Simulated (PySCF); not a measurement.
Compound: C6H8O2Si.
Geometry (PBE0-D3(BJ)/def2-SVP, Å), atoms numbered from 1 in this order:
```xyz
17
C6H8O2Si angstrom
O     -3.462   -0.780    0.141
C     -2.182   -0.341    0.172
C     -1.841    1.014    0.112
C     -0.509    1.412    0.151
C      0.510    0.462    0.251
O      1.791    0.907    0.288
Si     3.203    0.010    0.373
C      0.169   -0.893    0.309
C     -1.163   -1.292    0.270
H     -4.053   -0.024    0.070
H     -2.629    1.770    0.034
H     -0.237    2.468    0.105
H      3.319   -0.908   -0.800
H      3.245   -0.800    1.628
H      4.301    1.011    0.364
H      0.950   -1.655    0.388
H     -1.433   -2.348    0.316
```

Level of theory: TDDFT wB97X-D/def2-SVPD, vertical, gas phase, core orbitals frozen in the response in PySCF 2.14.0, density-fitted response routines.

Transition dipole moments from the ground state, in atomic units and in the frame of the coordinates above (overall signs are arbitrary), for the states with f of 0.002 or more among the lowest 6:

| state | E (eV) | μx | μy | μz |
| --- | --- | --- | --- | --- |
| S1 | 4.803 | -0.142 | 0.656 | -0.043 |
| S2 | 5.819 | 0.959 | 0.069 | 0.037 |
| S6 | 6.873 | 2.094 | 0.367 | 0.069 |

(1) Work out the oscillator strengths.

(2) The point group is Cs. Which irreducible representation does each state belong to?

(3) What angle do the transition dipoles of S2 and S6 make?

(4) How is the summed strength of these states shared among x, y and z?

(5) What peak molar absorption coefficient would the strongest computed level give as a lone Gaussian band 0.3 eV wide at half height?

Results:

(1) f = (2/3) ΔE |μ|² with ΔE in hartree (27.2114 eV).

| state | \|μ\|² (au) | \|μ\| (D) | f |
| --- | --- | --- | --- |
| S1 | 0.453 | 1.71 | 0.053 |
| S2 | 0.925 | 2.44 | 0.132 |
| S6 | 4.524 | 5.41 | 0.762 |

(2) The ground state is totally symmetric, so the direction of μ fixes the label. Polarised in the mirror plane, so A′: S1, S2 and S6.

(3) |cos θ| = |μa·μb| / (|μa| |μb|) = 0.99, so θ ≈ 6° (taken between 0 and 90°, since the signs are arbitrary).

(4) (2/3) Σ ΔE μα² gives 0.872 for x, 0.074 for y and 0.001 for z, 0.947 in all.

(5) ε(max) = 2.175×10⁸ f / FWHM, with the width in cm⁻¹. S6: 2.175×10⁸ × 0.7618 / 2420 ≈ 68000 L mol⁻¹ cm⁻¹.

One conformer stands for the species.
